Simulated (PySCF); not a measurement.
MLi cations for M along group 13

PBE0 with double-zeta basis sets in PySCF, for the lowest determinant that a PBE0 search found; no spin–orbit coupling. De refers to high-spin ground-configuration atoms (the charge goes to the atom of lower measured ionisation energy or higher electron affinity, which is not always the lowest computed limit). A positive dipole points towards Li; it is taken about the centre of mass and depends on that origin.

```
 M                basis  charged atom  state (unpaired electrons)  Re (Å)  ωe (cm⁻¹)  De (eV)  μ (D)
 B              cc-pVDZ           Li+               doublet (σ ↑)   2.507        323     0.85   5.10
Al  cc-pVDZ/cc-pV(D+d)Z           Li+               doublet (σ ↑)   3.036        232     1.27   6.83
Ga             def2-SVP           Li+               doublet (σ ↑)   3.074        183     1.18   8.73
In   cc-pVDZ/cc-pVDZ-PP           Li+               doublet (σ ↑)   3.224        192     1.38   8.92
Tl             def2-SVP           Li+               doublet (σ ↑)   3.317        165      n/a   9.20
```

The shortest bond is that of LiB⁺ (2.507 Å), the longest that of LiTl⁺ (3.317 Å).

The rows differ in basis set, which adds steps of its own.

Down a group the atoms grow and get heavier, so bonds lengthen and wavenumbers fall; the exceptions here are the higher wavenumber at In.

These are scalar-relativistic numbers at best; spin–orbit coupling would shift them, the dissociation energy most. For an ion De counts to the pair picked by the measured ionisation energies or electron affinities, which need not be the lowest pair at this level. States were picked by a PBE0 search and need not be the measured ground states.
